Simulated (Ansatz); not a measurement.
Stepwise reaction of `[NH]=[Ta]([NH2])([NH2])[NH2]` with hydrogen fluoride, as a gas-phase model of exchange steps in deposition or etching. ΔE in kJ/mol; ΔG adds harmonic PBE0-D4 terms to CCSD(T)/CBS, at 1 bar.

Program: Ansatz. Geometries: PBE0-D4/def2-TZVP. ΔE: electronic, gas phase. CCSD(T)/CBS adds triple-zeta CCSD(T) − MP2 to the extrapolated MP2 energy (def2 sets, frozen cores). This one scheme is used for every species. Functionals use def2-TZVPP. B3LYP here is the variant with VWN-RPA as its local correlation; programs differ in this. Elements past krypton have def2 core potentials. For Ta outer-core shells are correlated without core-valence functions, which leaves a few kJ/mol of doubt a bond. One conformer a species, not always the lowest.

```
step                                                                   reaction  PBE-D4  B3LYP-D4  ωB97M-V  CCSD(T)/CBS  ΔG(400 K)
   1  `[NH]=[Ta]([NH2])([NH2])[NH2]` + H–F → `[NH]=[Ta]([NH2])([NH2])[F]` + NH₃  -107.0    -108.5   -107.9        -96.2      -93.5
   3          `[NH]=[Ta]([NH2])([F])[F]` + H–F → `[NH]=[Ta]([F])([F])[F]` + NH₃   -73.8     -74.5    -75.4        -63.3      -59.3
```

Question: Give the row of step 2, `[NH]=[Ta]([NH2])([NH2])[F]` + H–F → `[NH]=[Ta]([NH2])([F])[F]` + NH₃. (An estimate is asked.)

Answer: Ansatz gave: 
```
step                                                               reaction  PBE-D4  B3LYP-D4  ωB97M-V  CCSD(T)/CBS  ΔG(400 K)
   2  `[NH]=[Ta]([NH2])([NH2])[F]` + H–F → `[NH]=[Ta]([NH2])([F])[F]` + NH₃   -90.6     -91.9    -92.3        -80.1      -77.4
```

Question: By hand: ΔE of the 3 steps together at CCSD(T)/CBS.

Answer: (-96.2) + (-80.1) + (-63.3) = -239.6 kJ/mol, or -79.9 kJ/mol a step.

In ΔE each step is higher than the one before. All are downhill at CCSD(T)/CBS. ΔG lies between -93.5 and -59.3 kJ/mol a step. PBE-D4 differs from CCSD(T)/CBS by -10.8 to -10.5 kJ/mol a step. Isolated molecules leave out the surface, adducts and barriers. Largest T1 diagnostic: 0.019.
